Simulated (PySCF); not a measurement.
# Peak assignment

Atom-mapped SMILES (the numbers label the heavy atoms): `[CH2:1]=[P:2]1([c:3]2[cH:4][cH:5][n:6][cH:7][cH:8]2)[CH2:9][CH2:10]1`. Hydrogens are named by the atom that carries them.

Theoretical values (PySCF): geometry from PBE0-D3(BJ)/def2-SVP, NMR shieldings at B97-2/pcSseg-1/GIAO. One computed conformer, fast rotation and ring inversion assumed for equivalent nuclei, no relativistic terms, in vacuum.

Scale: ¹³C (183.69 ppm), ¹H (31.38 ppm) against TMS (reference shieldings calculated alike).

Question: Assign these signals to the numbered atoms. ¹³C{¹H} NMR (computed): δ 153.1 (CH), 148.5 (C), 125.3 (CH), 16.1 (CH2), -8.8 (CH2).

Answer: 
| δ (ppm) | atoms | environment | reason |
| --- | --- | --- | --- |
| 153.1 | C5/C7 | aromatic CH next to a ring nitrogen | the adjacent pyridine-type nitrogen withdraws density from it |
| 148.5 | C3 | substituted aromatic carbon | – |
| 125.3 | C4/C8 | aromatic CH | – |
| 16.1 | C9/C10 | three-membered-ring carbon | carbons of three-membered rings are unusually shielded |
| -8.8 | C1 | carbon double-bonded to a heavier main-group atom | – |

Question: Assign these signals to the numbered atoms. ¹H NMR (500 MHz, computed): δ 8.65 (m, 2H), 7.08 (m, 2H), 1.56 (m, 2H), 1.41 (m, 2H), 0.80 (m, 2H).

Answer: 
| δ (ppm) | atoms | environment | reason |
| --- | --- | --- | --- |
| 8.65 | H(C5)/H(C7) | hydrogen on an aromatic CH next to a ring nitrogen | ring current plus the neighbouring ring nitrogen |
| 7.08 | H(C4)/H(C8) | hydrogen on an aromatic CH | aromatic region |
| 1.56 | Ha(C9)/Ha(C10) | hydrogen on a three-membered-ring carbon | cyclopropane-type protons are shielded by the ring |
| 1.41 | Hb(C9)/Hb(C10) | hydrogen on a three-membered-ring carbon | – |
| 0.80 | H(C1) | hydrogen on a carbon double-bonded to a heavier main-group atom | – |

Splittings by ³¹P in the carbon and heteronuclear signals aren't shown, as no couplings were computed. Shifts are as computed. Against solution values, carbons near 30 ppm lie about +1 ppm off and those near 130 ppm about +2 ppm (rms about the fit 1.9 ppm; single classes can miss by 10 ppm). Of 1328 compounds with measured shifts, 309 miss one by over three times the rms of a fit or turn the order of signals round; such compounds aren't used in these exercises. Signals without a measured value on file couldn't be tested in this way. No couplings were computed; multiplicities are counted from neighbouring protons, with m where these are inequivalent, close in shift, in a saturated or five-membered ring or joined by F or P, and br s for small geminal =CH2 splittings.
